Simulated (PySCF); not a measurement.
**The 21-electron isoelectronic series, non-relativistic**

Calculated with PySCF 2.14 from differences of total energies of unrestricted determinants, without spin-orbit coupling. Each ion has its own even-tempered basis scaled to its charge (16s11p8d4f3g for the first); frozen: [Ne]. Ionisation energies in eV, correlation energies of the ion in mhartree.

```csv
ion,configuration,UHF,LDA,PBE,PBE0,r2SCAN,MP2 (outer shells),E_corr MP2,"NIST (with spin-orbit, Breit and QED)"
Ba³⁵⁺,[Ar] 3d3 (4F),2346.4,2346.2,2346.1,2346.6,2347.7,2346.4,-466.1,2349 ± 5 (t)
Ce³⁷⁺,[Ar] 3d3 (4F),2593.7,2593.3,2593.3,2593.8,2595.0,2593.6,-470.3,2600 ± 4 (t)
Nd³⁹⁺,[Ar] 3d3 (4F),2853.0,2852.6,2852.5,2853.1,2854.3,2852.9,-474.0,2861 ± 4 (t)
Sm⁴¹⁺,[Ar] 3d3 (4F),3124.5,3123.9,3123.9,3124.5,3125.8,3124.3,-478.9,3137 ± 4 (t)
Gd⁴³⁺,[Ar] 3d3 (4F),3408.1,3407.4,3407.4,3408.1,3409.4,3407.9,-483.5,3424 ± 4 (t)
Dy⁴⁵⁺,[Ar] 3d3 (4F),3703.9,3703.0,3703.1,3703.7,3705.1,3703.5,-487.6,3725 ± 4 (t)
Er⁴⁷⁺,[Ar] 3d3 (4F),4011.7,4010.7,4010.8,4011.5,4012.9,4011.3,-491.5,4038 ± 4 (t)
Tm⁴⁸⁺,[Ar] 3d3 (4F),4170.3,4169.2,4169.3,4170.0,4171.5,4169.8,n/a,4199 ± 4 (t)
Hf⁵¹⁺,[Ar] 3d3 (4F),4663.7,4662.4,4662.6,4663.3,4664.9,4663.2,-500.2,4703 ± 4 (t)
```

(1) Interpolate the row of Yb⁴⁹⁺.

Each ion has its own basis, which adds noise of up to about 0.1 % along the series.

NIST values marked (s) are semi-empirical, (t) theoretical. Open shells are high-spin determinants of the terms that Hund's rules give; for the heavier ions, far from LS coupling, these are not the ground levels.

All relativistic terms are absent from the calculated values; where these lie close to NIST, scalar and spin-orbit shifts of opposite sign can cancel.

## Answers

(1) configuration [Ar] 3d3 (4F); UHF 4331.7; LDA 4330.5; PBE 4330.7; PBE0 4331.3; r2SCAN 4332.9; MP2 (outer shells) 4331.2; E_corr MP2 -495.7; NIST (with spin-orbit, Breit and QED) 4364 ± 4 (t).
